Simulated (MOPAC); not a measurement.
Job for MOPAC: AM1 on CH5F2N (a complex), monomers drawn apart or pushed together.

```
AM1 1SCF PRECISE CHARGE=0 THREADS=1
CH5F2N

N     -0.00899791 1    -0.09882619 1    -0.11896574 1
H     -1.02158851 1    -0.08224058 1    -0.17192577 1
H      0.31877598 1     0.83279346 1    -0.34891244 1
H      0.32127543 1    -0.72331527 1    -0.84607353 1
F     -1.04532175 1    -0.47597452 1     3.37437177 1
C      0.27740604 1    -0.37067515 1     3.03991028 1
F      0.72679889 1     0.84825167 1     3.46838200 1
H      0.36786624 1    -0.41973711 1     1.95404987 1
H      0.82758528 1    -1.14546744 1     3.57732618 1
```

Program output:

```
*******************************************************************************
 **                                                                           **
 **                              MOPAC v23.2.5                                **
 **                                                                           **
 *******************************************************************************
 ** MOPAC's Digital Object Identifier: https://doi.org/10.5281/zenodo.6511958 **
 **                                                                           **
 ** Please cite the open-source release paper for use of this MOPAC version:  **
 ** J. E. Moussa and J. J. P. Stewart (2026)                                  **
 ** MOPAC: An open-source semiempirical molecular orbital program             **
 ** J. Open Source Softw., 11(119), 8025, https://doi.org/10.21105/joss.08025 **
 *******************************************************************************

                              AM1 CALCULATION RESULTS

 *******************************************************************************
 *  AM1        - The AM1 Hamiltonian to be used
 *
 *
 *
 *                 CHARGE ON SYSTEM = 0
 *
 *
 *
 *  PRECISE    - TIGHTER CRITERIA TO BE USED
 *  1SCF       - DO 1 SCF AND THEN STOP
 *  THREADS=1  - MULTI-THREADING NOT USED
 *  T=         - A TIME OF 172800.0 SECONDS REQUESTED
 *  DUMP=N     - RESTART FILE WRITTEN EVERY 7200.0 SECONDS REQUESTED
 *******************************************************************************
AM1 1SCF PRECISE CHARGE=0 THREADS=1
 CH5F2N

   ATOM   CHEMICAL          X               Y               Z
  NUMBER   SYMBOL      (ANGSTROMS)     (ANGSTROMS)     (ANGSTROMS)

     1       N         -0.00899791  *  -0.09882619  *  -0.11896574  *
     2       H         -1.02158851  *  -0.08224058  *  -0.17192577  *
     3       H          0.31877598  *   0.83279346  *  -0.34891244  *
     4       H          0.32127543  *  -0.72331527  *  -0.84607353  *
     5       F         -1.04532175  *  -0.47597452  *   3.37437177  *
     6       C          0.27740604  *  -0.37067515  *   3.03991028  *
     7       F          0.72679889  *   0.84825167  *   3.46838200  *
     8       H          0.36786624  *  -0.41973711  *   1.95404987  *
     9       H          0.82758528  *  -1.14546744  *   3.57732618  *



          CARTESIAN COORDINATES

    NO.       ATOM           X           Y           Z

     1         N         -0.0090     -0.0988     -0.1190
     2         H         -1.0216     -0.0822     -0.1719
     3         H          0.3188      0.8328     -0.3489
     4         H          0.3213     -0.7233     -0.8461
     5         F         -1.0453     -0.4760      3.3744
     6         C          0.2774     -0.3707      3.0399
     7         F          0.7268      0.8483      3.4684
     8         H          0.3679     -0.4197      1.9540
     9         H          0.8276     -1.1455      3.5773

  H: (AM1): M.J.S. DEWAR ET AL, J. AM. CHEM. SOC. 107 3902-3909 (1985)
  C: (AM1): M.J.S. DEWAR ET AL, J. AM. CHEM. SOC. 107 3902-3909 (1985)
  N: (AM1): M.J.S. DEWAR ET AL, J. AM. CHEM. SOC. 107 3902-3909 (1985)
  F: (AM1): M.J.S. DEWAR AND E. G. ZOEBISCH, THEOCHEM, 180, 1 (1988).

           Empirical Formula: C H5 N F2  =     9 atoms



      MOLECULAR POINT GROUP   :   Cs


      RHF CALCULATION, NO. OF DOUBLY OCCUPIED LEVELS = 14


 -------------------------------------------------------------------------------
 AM1 1SCF PRECISE CHARGE=0 THREADS=1
 CH5F2N



     1SCF WAS SPECIFIED, SO BFGS WAS NOT USED
     SCF FIELD WAS ACHIEVED


                              AM1 CALCULATION
                                                       MOPAC v23.2.5 Linux




          FINAL HEAT OF FORMATION =       -121.35964 KCAL/MOL =    -507.76872 KJ/MOL


          COSMO AREA              =        107.42 SQUARE ANGSTROMS
          COSMO VOLUME            =         85.92 CUBIC ANGSTROMS

          IONIZATION POTENTIAL    =         10.714426 EV
          HOMO LUMO ENERGIES (EV) =        -10.714  3.512
          NO. OF FILLED LEVELS    =         14
          MOLECULAR WEIGHT        =         69.0540         POINT GROUP:  Cs

          MOLECULAR DIMENSIONS (Angstroms)

            Atom       Atom       Distance
            F     7    H     4     4.60964
            H     3    H     9     3.21169
            H     9    F     5     1.81112


          SCF CALCULATIONS        =          1





   ATOM   CHEMICAL          X               Y               Z
  NUMBER   SYMBOL      (ANGSTROMS)     (ANGSTROMS)     (ANGSTROMS)

     1       N         -0.00899791  *  -0.09882619  *  -0.11896574  *
     2       H         -1.02158851  *  -0.08224058  *  -0.17192577  *
     3       H          0.31877598  *   0.83279346  *  -0.34891244  *
     4       H          0.32127543  *  -0.72331527  *  -0.84607353  *
     5       F         -1.04532175  *  -0.47597452  *   3.37437177  *
     6       C          0.27740604  *  -0.37067515  *   3.03991028  *
     7       F          0.72679889  *   0.84825167  *   3.46838200  *
     8       H          0.36786624  *  -0.41973711  *   1.95404987  *
     9       H          0.82758528  *  -1.14546744  *   3.57732618  *

                             CARTESIAN COORDINATES

   1    N       -0.008997910    -0.098826190    -0.118965740
   2    H       -1.021588510    -0.082240580    -0.171925770
   3    H        0.318775980     0.832793460    -0.348912440
   4    H        0.321275430    -0.723315270    -0.846073530
   5    F       -1.045321750    -0.475974520     3.374371770
   6    C        0.277406040    -0.370675150     3.039910280
   7    F        0.726798890     0.848251670     3.468382000
   8    H        0.367866240    -0.419737110     1.954049870
   9    H        0.827585280    -1.145467440     3.577326180


           Empirical Formula: C H5 N F2  =     9 atoms



      MOLECULAR POINT GROUP   :   Cs


                  EIGENVALUES
 -50.22372 -47.82729 -32.89174 -26.99374 -18.19584 -17.85502 -17.62761 -16.09291
 -16.07477 -14.42438 -13.81494 -13.29595 -11.80481 -10.71443   3.51157   3.75460
   4.11159   4.53269   4.54763   5.58905   5.59563


              NET ATOMIC CHARGES AND DIPOLE CONTRIBUTIONS

  ATOM NO.   TYPE          CHARGE      No. of ELECS.   s-Pop       p-Pop
    1          N          -0.384280        5.3843     1.60759     3.77669
    2          H           0.132282        0.8677     0.86772
    3          H           0.131510        0.8685     0.86849
    4          H           0.128907        0.8711     0.87109
    5          F          -0.189722        7.1897     1.92109     5.26864
    6          C           0.157226        3.8428     1.22016     2.62261
    7          F          -0.189017        7.1890     1.92099     5.26803
    8          H           0.136633        0.8634     0.86337
    9          H           0.076461        0.9235     0.92354
 DIPOLE           X         Y         Z       TOTAL
 POINT-CHG.     0.815    -1.104    -1.966     2.398
 HYBRID        -0.392     0.351    -1.017     1.145
 SUM            0.424    -0.753    -2.983     3.106


          ATOMIC ORBITAL ELECTRON POPULATIONS

     Atom    s        px        py        pz
    1  N   1.60759   1.13294   1.12240   1.52134
    2  H   0.86772
    3  H   0.86849
    4  H   0.87109
    5  F   1.92109   1.36741   1.95988   1.94134
    6  C   1.22016   0.77263   0.82918   1.02080
    7  F   1.92099   1.88779   1.46335   1.91689
    8  H   0.86337
    9  H   0.92354

 **********************
 *                    *
 * JOB ENDED NORMALLY *
 *                    *
 **********************




 == MOPAC DONE ==
```

The run finished.

Cost: very roughly 0.03 core-seconds.
